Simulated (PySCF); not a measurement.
# [Cr(NH3)6]3+: what the settings change

[Cr(NH3)6]3+ holds Cr(III), d3, at total charge +3. The structure is a PBE0-D3(BJ)/def2-SVP, IEF-PCM water geometry optimised for multiplicity 4; coordination octahedral, point group S6, metal–donor distances 2.07 Å.

```
25

Cr    0.000    0.000    0.000
N     2.074   -0.024   -0.024
H     2.497    0.908    0.004
H     2.478   -0.534    0.766
H     2.448   -0.475   -0.862
N    -2.074    0.024    0.024
H    -2.497   -0.908   -0.004
H    -2.448    0.475    0.862
H    -2.478    0.534   -0.766
N    -0.024    2.074   -0.024
H     0.004    2.497    0.908
H     0.766    2.478   -0.534
H    -0.862    2.448   -0.475
N     0.024   -2.074    0.024
H    -0.004   -2.497   -0.908
H     0.862   -2.448    0.475
H    -0.766   -2.478    0.534
N    -0.024   -0.024    2.074
H     0.908    0.004    2.497
H    -0.534    0.766    2.478
H    -0.475   -0.862    2.448
N     0.024    0.024   -2.074
H    -0.908   -0.004   -2.497
H     0.475    0.862   -2.448
H     0.534   -0.766   -2.478
```

Method (PySCF 2.14, density fitting): CASSCF(3,5) with orbitals averaged over all microstates of the shell, strongly contracted NEVPT2 on the averaged canonical orbitals; basis x2c-TZVPall on the metal, x2c-SVPall elsewhere; spin-free X2C; IEF-PCM water; spin-orbit coupling by state interaction with the mean-field operator over all roots.

Base run: NEVPT2 ground state 4Ag (from 4A2g), next 2Eg at 17363, then 2Ag (from 2T1g) at 18185 cm⁻¹, 10Dq(CASSCF) 19243, B(CASSCF) 1002, ζ 254 cm⁻¹, D -0.12 cm⁻¹, g 1.978 1.978 1.978, μeff(300 K) 3.85 μB.

Question: What happens with the basis x2c-TZVPall on all atoms?

Answer: NEVPT2 ground state 4Ag (from 4A2g), next 2Eg at 17273, then 2Ag (from 2T1g) at 18112 cm⁻¹, 10Dq(CASSCF) 19023, B(CASSCF) 1003, ζ 254 cm⁻¹, D -0.12 cm⁻¹, g 1.977 1.978 1.978, μeff(300 K) 3.85 μB. It took 94 s against 41 s on a shared host of the same kind.

Question: What happens with orbitals averaged over the highest spin alone?

Answer: NEVPT2 ground state 4Ag (from 4A2g), next 2Eg at 17506, then 2Ag (from 2T1g) at 18355 cm⁻¹, 10Dq(CASSCF) 19219, B(CASSCF) 1026, ζ 260 cm⁻¹, D -0.12 cm⁻¹, g 1.976 1.977 1.977, μeff(300 K) 3.85 μB.

NEVPT2 lifts 4Ag (from 4T2g) from 19610 to 23512 cm⁻¹; on the d shell alone it tends to overshoot states that fill the eg-type orbitals. NEVPT2 on the d shell alone tends to put d–d bands too high for such charged or covalently bound ions.
